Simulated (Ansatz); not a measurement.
Calculation: Ansatz (an electronic-structure program) with CAM-B3LYP-D3(BJ)/def2-TZVP. No frequencies were computed at this level.

Ansatz 0.2 input:
```yaml
crystal:
  periodic: [false, false, false]
  atoms:
    - { symbol: C, position_ang: [2.024887, -0.103774, -0.10793] }
    - { symbol: C, position_ang: [0.743336, -0.056178, -0.447765] }
    - { symbol: C, position_ang: [-0.323379, 0.057094, 0.57493] }
    - { symbol: C, position_ang: [-1.722344, 0.077676, 0.011191] }
    - { symbol: O, position_ang: [-0.091162, 0.126539, 1.759334] }
    - { symbol: H, position_ang: [2.306453, -0.059808, 0.932239] }
    - { symbol: H, position_ang: [2.81748, -0.18684, -0.832066] }
    - { symbol: H, position_ang: [0.425479, -0.099481, -1.479767] }
    - { symbol: H, position_ang: [-1.828638, 0.920994, -0.669956] }
    - { symbol: H, position_ang: [-2.451634, 0.160318, 0.812393] }
    - { symbol: H, position_ang: [-1.90048, -0.836542, -0.552601] }
basis:
  gaussian: { orbitals: def2-tzvp }
hamiltonian:
  xc: cam_b3lyp
  dispersion: d3bj
relax:
  max_steps: 150
```

Output:

```
Functional definition: CAM-B3LYP
1135 factors; their error is unknown
367 factors; integrals over basis functions are off by at most 8.1e-7 eV
mean field evaluation 1: about -6284.5696 eV, gradient 5.9e1 eV
mean field evaluation 2: about -6284.5645 eV, gradient 6.3e1 eV
mean field evaluation 4: about -6291.5238 eV, gradient 2.2e0 eV
mean field evaluation 8: about -6291.5357 eV, gradient 5.1e-2 eV
mean field evaluation 16: about -6291.5192 eV, gradient 9.3e-5 eV
mean field -6291.51921345 eV, -231.2090665494 hartree, gradient 1.1e-5 eV, S^2 0.000000; 0 other end points of the search recorded, 0 dependent functions left out
reference -6291.51933930 eV, -231.2090711741 hartree; 19, 19 occupied and 172, 172 virtual orbitals, 1135 factors
relax step   1: F+E_penalty+E_count = -6291.67000957 eV  Δ(F+E_penalty+E_count) = +0.000e0 eV  max|allowed force component| = 5.238e-1 eV/Å  Δτ_max = 0.0000 Å  (31 SCF iters, accepted)
these checks for a lower state are left out or cut short: starts, cluster_reference, orbital_swaps, neighbouring_geometries, increment
1135 factors; their error is unknown
367 factors; integrals over basis functions are off by at most 8.2e-7 eV
mean field -6291.52824061 eV, -231.2093982914 hartree, gradient 1.7e-5 eV, S^2 0.000000; 0 other end points of the search recorded, 0 dependent functions left out
reference -6291.52836637 eV, -231.2094029132 hartree; 19, 19 occupied and 172, 172 virtual orbitals, 1135 factors
relax step   2: F+E_penalty+E_count = -6291.67876596 eV  Δ(F+E_penalty+E_count) = -8.756e-3 eV  max|allowed force component| = 1.614e-1 eV/Å  Δτ_max = 0.0288 Å  (35 SCF iters, accepted)
these checks for a lower state are left out or cut short: starts, cluster_reference, orbital_swaps, neighbouring_geometries, increment
1135 factors; their error is unknown
367 factors; integrals over basis functions are off by at most 8.2e-7 eV
mean field evaluation 32: about -6291.5296 eV, gradient 1.7e-5 eV
mean field -6291.52962362 eV, -231.2094491162 hartree, gradient 1.7e-5 eV, S^2 0.000000; 0 other end points of the search recorded, 0 dependent functions left out
reference -6291.52974930 eV, -231.2094537347 hartree; 19, 19 occupied and 172, 172 virtual orbitals, 1135 factors
relax step   3: F+E_penalty+E_count = -6291.68005331 eV  Δ(F+E_penalty+E_count) = -1.287e-3 eV  max|allowed force component| = 4.625e-2 eV/Å  Δτ_max = 0.0178 Å  (35 SCF iters, accepted)
these checks for a lower state are left out or cut short: starts, cluster_reference, orbital_swaps, neighbouring_geometries, increment
1135 factors; their error is unknown
367 factors; integrals over basis functions are off by at most 8.2e-7 eV
mean field -6291.52935873 eV, -231.2094393814 hartree, gradient 1.7e-5 eV, S^2 0.000000; 0 other end points of the search recorded, 0 dependent functions left out
reference -6291.52948437 eV, -231.2094439986 hartree; 19, 19 occupied and 172, 172 virtual orbitals, 1135 factors
relax step   4: F+E_penalty+E_count = -6291.67976925 eV  Δ(F+E_penalty+E_count) = +2.841e-4 eV  max|allowed force component| = 8.993e-2 eV/Å  Δτ_max = 0.0127 Å  (36 SCF iters, rejected (line search))
these checks for a lower state are left out or cut short: starts, cluster_reference, orbital_swaps, neighbouring_geometries, increment
1135 factors; their error is unknown
367 factors; integrals over basis functions are off by at most 8.2e-7 eV
mean field -6291.52978651 eV, -231.2094551020 hartree, gradient 1.7e-5 eV, S^2 0.000000; 0 other end points of the search recorded, 0 dependent functions left out
reference -6291.52991216 eV, -231.2094597196 hartree; 19, 19 occupied and 172, 172 virtual orbitals, 1135 factors
relax step   5: F+E_penalty+E_count = -6291.68021972 eV  Δ(F+E_penalty+E_count) = -1.664e-4 eV  max|allowed force component| = 8.759e-3 eV/Å  Δτ_max = 0.0063 Å  (37 SCF iters, accepted)
1135 factors; their error is unknown
367 factors; integrals over basis functions are off by at most 8.2e-7 eV
mean field evaluation 64: about -6291.5298 eV, gradient 7.1e-2 eV
mean field -6291.52978651 eV, -231.2094551020 hartree, gradient 1.7e-5 eV, S^2 0.000000; 1 other end points of the search recorded, 0 dependent functions left out
reference -6291.52991216 eV, -231.2094597196 hartree; 19, 19 occupied and 172, 172 virtual orbitals, 1135 factors
Total energy: -6291.68034537 eV, -231.2149880383 hartree
Atom 0 at     2.031433    -0.101596    -0.100461 Å, force     0.008759    -0.002970     0.005736 eV/Å
Atom 1 at     0.759104    -0.060504    -0.457904 Å, force    -0.004690    -0.000292    -0.003340 eV/Å
Atom 2 at    -0.328188     0.053160     0.555917 Å, force    -0.002711     0.001133     0.001881 eV/Å
Atom 3 at    -1.733571     0.079882     0.021571 Å, force    -0.001337     0.000297     0.001050 eV/Å
Atom 4 at    -0.091629     0.119558     1.737695 Å, force    -0.001224    -0.001381    -0.003033 eV/Å
Atom 5 at     2.298980    -0.052445     0.947523 Å, force     0.001045     0.002253     0.001814 eV/Å
Atom 6 at     2.826697    -0.184738    -0.828393 Å, force     0.002151     0.000635    -0.001622 eV/Å
Atom 7 at     0.468033    -0.109374    -1.500707 Å, force    -0.004319     0.000019    -0.003661 eV/Å
Atom 8 at    -1.855787     0.921161    -0.664117 Å, force     0.000910    -0.001149     0.000807 eV/Å
Atom 9 at    -2.443069     0.163730     0.839775 Å, force     0.000593     0.000040    -0.000219 eV/Å
Atom 10 at    -1.932004    -0.828836    -0.550898 Å, force     0.000823     0.001414     0.000587 eV/Å
Dipole moment:    -0.021182    -0.038270    -0.589464 e Å
```

Cost: around 40 core-seconds (rough).
